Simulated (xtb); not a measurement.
Job for xtb: GFN-FF on BH3O (SMILES BO), a point of a torsion scan.

```
$ xtb mol.xyz --gfnff --sp --chrg 0 --uhf 0
5

B     -0.42870912    -0.01597293    -0.07253471
O      0.84667251    -0.33135720     0.15481487
H     -1.28707601    -0.83051688    -0.10817890
H     -0.72571059     1.10222894     0.15216214
H      1.32043572    -0.93510419    -0.41099468
```

It printed:

```
[...]
           -------------------------------------------------
          |                Calculation Setup                |
           -------------------------------------------------



          ==================== Thresholds ====================
          CN  :   150.00000
          rep :   500.00000
          disp:  2500.00000
          HB1 :   250.00000
          HB2 :   450.00000

          Pauling EN used:
          Z : 1  EN :  2.20
          Z : 5  EN :  2.04
          Z : 8  EN :  3.44
          electric field strengths (au): 0.000

           -------------------------------------------------
          |           Force Field Initialization            |
           -------------------------------------------------

          distances ...
          ----------------------------------------
          generating topology and atomic info file ...
          pair mat ...
          computing topology distances matrix with Floyd-Warshall algo ...
          making topology EEQ charges ...
          #fragments for EEQ constrain: 1
          ----------------------------------------
          generating topology and atomic info file ...
          pair mat ...
          computing topology distances matrix with Floyd-Warshall algo ...
          making topology EEQ charges ...
          #fragments for EEQ constrain: 1
          rings ...
          # BATM   4
          # H in HB   3
          doing iterative Hueckel for 1 subsystem(s) ...

  atom   neighbors  erfCN metchar sp-hybrid imet pi  qest     coordinates
    1  B       3    2.75   0.03         2    0    1   0.134   -0.810143   -0.030184   -0.137071
    2  O       2    1.92   0.00         3    0    1  -0.440    1.599979   -0.626174    0.292558
    3  H       1    0.96   0.01         0    0    0   0.035   -2.432221   -1.569449   -0.204428
    4  H       1    0.96   0.01         0    0    0   0.035   -1.371394    2.082911    0.287545
    5  H       1    0.98   0.00         0    0    0   0.237    2.495262   -1.767091   -0.776667

          #atoms :   5
          #bonds :   4
          #angl  :   4
          #tors  :   3
          #nmol  :   1
          #optfrag :   1
           -------------------------------------------------
          |                   G F N - F F                   |
          |          A general generic force-field          |
          |                  Version 1.0.3                  |
           -------------------------------------------------
          Number of HB bonds (bound hydrogen)     0
          Number of HB bonds (unbound hydrogen)   0
          Number of XB bonds                      0

 E+G (total)                   0 d,  0 h,  0 min,  0.000 sec
 distance/D3 list               ...        0 min,  0.000 sec (  1.092%)
 non bonded repulsion           ...        0 min,  0.000 sec ( 15.292%)
 dCN                            ...        0 min,  0.000 sec (  4.189%)
 EEQ energy and q               ...        0 min,  0.000 sec ( 12.049%)
 D3                             ...        0 min,  0.000 sec ( 14.546%)
 EEQ gradient                   ...        0 min,  0.000 sec (  3.357%)
 bonds                          ...        0 min,  0.000 sec ( 10.797%)
 bend and torsion               ...        0 min,  0.000 sec ( 16.374%)
 bonded ATM                     ...        0 min,  0.000 sec (  4.221%)
 HB/XB (incl list setup)        ...        0 min,  0.000 sec ( 11.486%)

         :::::::::::::::::::::::::::::::::::::::::::::::::::::
         ::                     SUMMARY                     ::
         :::::::::::::::::::::::::::::::::::::::::::::::::::::
         :: total energy              -0.530610541213 Eh    ::
         :: gradient norm              0.036664621720 Eh/a0 ::
Note: The following floating-point exceptions are signalling: IEEE_UNDERFLOW_FLAG IEEE_DENORMAL
normal termination of xtb
         ::.................................................::
         :: bond energy               -0.500812334370 Eh    ::
         :: angle energy               0.002331509341 Eh    ::
         :: torsion energy             0.003654741966 Eh    ::
         :: repulsion energy           0.030307760391 Eh    ::
         :: electrostat energy        -0.065381870824 Eh    ::
         :: dispersion energy         -0.000710904719 Eh    ::
         :: HB energy                  0.000000000000 Eh    ::
         :: XB energy                  0.000000000000 Eh    ::
         :: bonded atm energy          0.000000557002 Eh    ::
         :: external energy            0.000000000000 Eh    ::
         :: add. restraining           0.000000000000 Eh    ::
         :: total charge              -0.000000000000 e     ::
         :::::::::::::::::::::::::::::::::::::::::::::::::::::

           -------------------------------------------------
          |                Property Printout                |
           -------------------------------------------------

molecular dipole:
                 x           y           z       tot (Debye)
 q only:       -0.321      -0.153      -0.403       1.365

           -------------------------------------------------
          | TOTAL ENERGY               -0.530610541213 Eh   |
          | GRADIENT NORM               0.036664621720 Eh/α |
           -------------------------------------------------
########################################################################
[WARNING] Runtime exception occurred
-1- gfnff_setup: Could not read topology file.
########################################################################

------------------------------------------------------------------------
------------------------------------------------------------------------
 total:
 SCF:
```

The run finished.

Cost: about 0.010 core-seconds (a rough figure).
